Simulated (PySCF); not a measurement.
WO(OH)3 (doublet state).
Z-matrix (Å and degrees, PBE0-D3(BJ)/def2-SVP geometry), rows numbered from 1:
```
W 
O   1  1.7066
O   1  1.9022  2  133.45
H   3  0.9625  1  128.41  2    -0.32
O   1  1.8906  2  101.76  3  -110.26
H   5  0.9621  1  126.87  2   -42.56
O   1  1.8907  2  101.48  3   109.75
H   7  0.9620  1  126.70  2    44.05
```

The calculation used PBE0-D3(BJ)/def2-SVP geometry optimisation, gas phase, def2 core potentials past Kr in PySCF.

Take the most abundant isotopes and a rigid rotor. The values belong to one conformer.

Q: What are A, B and C (MHz)?

A: Ia = 132.36, Ib = 145.14, Ic = 200.39 u·Å²; 505379 MHz·u·Å²/I gives A = 3818, B = 3482, C = 2522 MHz.

Q: Classify the top.

A: An asymmetric top; Ray's κ = 0.481.

Q: What does the inertial defect say?

A: Not planar: Δ = Ic − Ia − Ib = -77.10 u·Å². For a rigid frame Δ = −2 Σ m c², so Σ m c² = 38.55 u·Å² lies off the ab plane: 4.70 from hydrogen and 33.85 from heavier atoms. The atom farthest from that plane is 1.44 Å away.

Q: Give the other two planar moments, Paa and Pbb, and the rms extents of the mass along the axes.

A: Paa = Σ m a² = (Ib + Ic − Ia)/2 = 106.59 and Pbb = Σ m b² = (Ia + Ic − Ib)/2 = 93.80 u·Å². With the mass M = 250.95 u, the rms extents √(P/M) along a, b and c are 0.65, 0.61, 0.39 Å.

Q: Which types of transition are allowed, and where do some lines up to J = 3 fall?

A: The dipole components are |μa| = 0.00 D, |μb| = 0.21 D, |μc| = 0.77 D; the mirror of this Cs structure is the bc plane, so μa vanishes by symmetry (the 0.03 D computed is a residue) and there are no a-type lines. Intensities carry the squares of the components, which stand as 0.08 : 1.00 (b : c). Some lines, for components of 0.1 D or more:

```
type  branch         J(Ka,Kc)    MHz  lower level (cm⁻¹)
   c       Q  2(2,1) ← 2(1,1)   1009               0.676
   b       Q  3(3,0) ← 3(2,1)   2434               1.392
   b       Q  3(1,2) ← 3(0,3)   5345               1.121
   b       Q  3(2,2) ← 3(1,3)   5683               1.121
   b       R  2(0,2) ← 1(1,1)  10974               0.211
   c       R  2(1,1) ← 1(0,1)  14264               0.200
   b       R  3(0,3) ← 2(1,2)  16207               0.580
   b       R  3(1,2) ← 2(2,1)  17663               0.710
   c       R  3(2,1) ← 2(1,1)  21449               0.676
   c       R  3(3,1) ← 2(2,1)  22448               0.710
   b       R  3(3,0) ← 2(2,1)  22874               0.710
```

For this open shell read J as N, the rotation without spin; fine and hyperfine splittings come on top. PBE0-D3(BJ)/def2-SVP frequencies: not computed here. ⟨S²⟩ = 0.752 (exact for a doublet: 0.75). These are rigid-rotor constants of the computed structure; measured ground-state constants (B0) also hold zero-point vibration.

Time: 4.1 min; peak memory 0.43 GiB. Hardware: one thread, Arm Neoverse N1 (aarch64), no GPU, shared host with 64 logical CPUs at a one-minute load of 59. These figures are those of the optimisation.
